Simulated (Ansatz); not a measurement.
(AgH)4 ring (Ag₄H₄), 8 atoms. Hardware: 4 threads of Intel Xeon Platinum 8375C on a shared host.

In the def2 sets Ag takes a core potential; there is no spin–orbit coupling.

**Question.** How many basis functions does each of these Ansatz runs have, and roughly what does it cost? PBE0-D4/def2-SVP, charge -1 doublet at the geometry of the charge 0 singlet, energy with a search over starts; PBE0-D4/def2-TZVPD, charge -1 doublet at the geometry of the charge 0 singlet, energy, from earlier orbitals; HF/def2-TZVP, charge 0 singlet, energy, from earlier orbitals; PBE0-D4/def2-SVP, charge 1 doublet at the geometry of the charge 0 singlet, energy with a search over starts; r2SCAN-D4/def2-TZVP, charge 0 singlet, energy, from earlier orbitals; r2SCAN-D4/def2-TZVP, charge 1 doublet at the geometry of the charge 0 singlet, energy, from earlier orbitals; HSE06-D4/def2-TZVP, charge 0 singlet, energy and forces, from earlier orbitals; PBE-D4/def2-TZVP, charge 0 triplet at the geometry of the charge 0 singlet, energy, from earlier orbitals; PBE-D4/def2-TZVP, charge 1 doublet at the geometry of the charge 0 singlet, energy, from earlier orbitals; B97M-V/def2-TZVP, charge 0 singlet, energy, from earlier orbitals; PBE0-D4/def2-TZVP, charge 0 triplet at the geometry of the charge 0 singlet, energy; revPBE-D4/def2-TZVP, charge 0 singlet, energy, from earlier orbitals.

**Answer.** Other jobs shared the machine, so times can vary by a factor of up to 3. A dash marks memory too small to be measured apart from the calling script's.

```json
{"run": "HF/def2-TZVP, charge 0 singlet, energy, from earlier orbitals", "functions": "184", "fitting or Cholesky vectors": "2056", "wall time": "1.5 s", "peak host memory (GiB)": "0.68"}
{"run": "revPBE-D4/def2-TZVP, charge 0 singlet, energy, from earlier orbitals", "functions": "184", "fitting or Cholesky vectors": "1588", "wall time": "1.9 s", "peak host memory (GiB)": "–"}
{"run": "r2SCAN-D4/def2-TZVP, charge 0 singlet, energy, from earlier orbitals", "functions": "184", "fitting or Cholesky vectors": "1588", "wall time": "3.5 s", "peak host memory (GiB)": "–"}
{"run": "HSE06-D4/def2-TZVP, charge 0 singlet, energy and forces, from earlier orbitals", "functions": "184", "fitting or Cholesky vectors": "1752", "wall time": "4.2 s", "peak host memory (GiB)": "0.61"}
{"run": "PBE0-D4/def2-TZVPD, charge -1 doublet at the geometry of the charge 0 singlet, energy, from earlier orbitals", "functions": "196", "fitting or Cholesky vectors": "1748", "wall time": "7 s", "peak host memory (GiB)": "0.93"}
{"run": "B97M-V/def2-TZVP, charge 0 singlet, energy, from earlier orbitals", "functions": "184", "fitting or Cholesky vectors": "1588", "wall time": "8 s", "peak host memory (GiB)": "–"}
{"run": "PBE-D4/def2-TZVP, charge 1 doublet at the geometry of the charge 0 singlet, energy, from earlier orbitals", "functions": "184", "fitting or Cholesky vectors": "1588", "wall time": "8 s", "peak host memory (GiB)": "0.61"}
{"run": "PBE-D4/def2-TZVP, charge 0 triplet at the geometry of the charge 0 singlet, energy, from earlier orbitals", "functions": "184", "fitting or Cholesky vectors": "1588", "wall time": "10 s", "peak host memory (GiB)": "0.58"}
{"run": "PBE0-D4/def2-SVP, charge -1 doublet at the geometry of the charge 0 singlet, energy with a search over starts", "functions": "144", "fitting or Cholesky vectors": "1516", "wall time": "13 s", "peak host memory (GiB)": "0.71"}
{"run": "r2SCAN-D4/def2-TZVP, charge 1 doublet at the geometry of the charge 0 singlet, energy, from earlier orbitals", "functions": "184", "fitting or Cholesky vectors": "1588", "wall time": "17 s", "peak host memory (GiB)": "0.73"}
{"run": "PBE0-D4/def2-TZVP, charge 0 triplet at the geometry of the charge 0 singlet, energy", "functions": "184", "fitting or Cholesky vectors": "1720", "wall time": "18 s", "peak host memory (GiB)": "1.4"}
{"run": "PBE0-D4/def2-SVP, charge 1 doublet at the geometry of the charge 0 singlet, energy with a search over starts", "functions": "144", "fitting or Cholesky vectors": "1516", "wall time": "25 s", "peak host memory (GiB)": "0.77"}
```
